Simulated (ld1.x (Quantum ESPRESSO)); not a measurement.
u(r) = r·R(r): atom against pseudo-atom (scandium (Sc))

Columns: radius, all-electron u(r) and pseudo u(r) of the 3d shell (level -3.53 eV) of scandium in the configuration [Ar] 3d1 4s1.75 4p0.25; PBE, scalar-relativistic, RRKJ scheme, ld1.x (Quantum ESPRESSO) 7.5.

```
r (bohr)  all-electron  pseudo
   0.170        0.0791  0.0061
   0.340        0.2785  0.0456
   0.510        0.4682  0.1386
   0.680        0.6033  0.2839
   0.850        0.6817  0.4588
   1.020        0.7133  0.6283
   1.190        0.7125  0.7572
   1.360        0.6918  0.8231
   1.530        0.6598  0.8218
   1.700        0.6223  0.7679
   1.870        0.5827  0.6857
   2.040        0.5432  0.6004
   2.210        0.5051  0.5284
   2.380        0.4690  0.4750
   2.550        0.4354  0.4360
   2.720        0.4043  0.4043
   2.890        0.3753  0.3753
   3.060        0.3483  0.3483
   3.230        0.3231  0.3231
   3.400        0.2995  0.2995
   3.570        0.2774  0.2774
   3.740        0.2567  0.2567
   3.910        0.2374  0.2374
   4.080        0.2193  0.2193
   4.250        0.2024  0.2024
   4.420        0.1866  0.1866
```

Task: How many radial nodes do the two functions have?

Result: The all-electron 3d function has n − l − 1 = 0; the pseudo-wave has 0.

Task: At about which radius was the pseudo-wave matched?

Result: 2.75 bohr, where the columns begin to agree (steps of 0.17 bohr).

Task: Is the pseudo-wave norm-conserving?

Result: Yes: the RRKJ scheme keeps the norm inside the radius equal to the all-electron one, which fixes the energy derivative of the logarithmic derivative at the level.
